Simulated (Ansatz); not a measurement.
`SB1N[SiH2]1` + H–F → `FB1N[SiH2]1` + H₂S at 500 K and 1 bar (ligand exchange at a B–S bond).

Program: Ansatz. Geometries: PBE0-D4/def2-TZVP. ΔE: electronic, gas phase. CCSD(T)/CBS is the MP2 limit (def2-TZVPP, def2-QZVPP) plus CCSD(T) − MP2 in def2-TZVPP, frozen cores. This one scheme is used for every species. Each species was taken in one conformer, which may not be the lowest.

```tsv
species	CCSD(T)/CBS energy (Eh)	H − E (kJ/mol)	S (J/(mol·K))
`SB1N[SiH2]1`	-768.78676	159.7	361.4
H–F	-100.39570	39.4	188.7
`FB1N[SiH2]1`	-470.22728	135.7	334.2
H₂S	-398.97279	57.0	224.0
```

H − E and S are ideal-gas, rigid-rotor, harmonic terms from PBE0-D4/def2-TZVP, for one conformer and one mirror image of each species. 1 Eh = 2625.50 kJ/mol, R = 8.31446 J/(mol·K).

Task: By hand: ΔE, ΔH, ΔS and ΔG.

Result: ΔE = (-470.22728) + (-398.97279) − (-768.78676) − (-100.39570) = -0.01761 Eh = -46.2 kJ/mol. Δ(H − E) = 135.7 + 57.0 − 159.7 − 39.4 = -6.4, so ΔH = -52.6 kJ/mol. ΔS = 334.2 + 224.0 − 361.4 − 188.7 = 8.1 J/(mol·K). ΔG = -52.6 − 500 × (8.1)/1000 = -56.6 kJ/mol.

Task: By hand: the equilibrium constant, and the temperature at which ΔG would vanish if ΔH and ΔS stayed fixed.

Result: log₁₀ K = −ΔG/(RT ln 10) = 5.9. ΔH and −TΔS have one sign here, so there is no such temperature.

The number of gas molecules stays the same, so ΔS is small and ΔH decides. A doubt of 5 kJ/mol in ΔE shifts log₁₀ K by 0.5 here. Other conformers and mirror images would add mixing entropy, several J/(mol·K) or more a flexible species. These are equilibria of isolated gas molecules and say nothing of rates. Largest T1 diagnostic: 0.014 (customary marks: 0.02 for closed shells, 0.045 for open ones).

ΔS is within the doubt of such terms, so its sign, and with it that verdict, could turn.
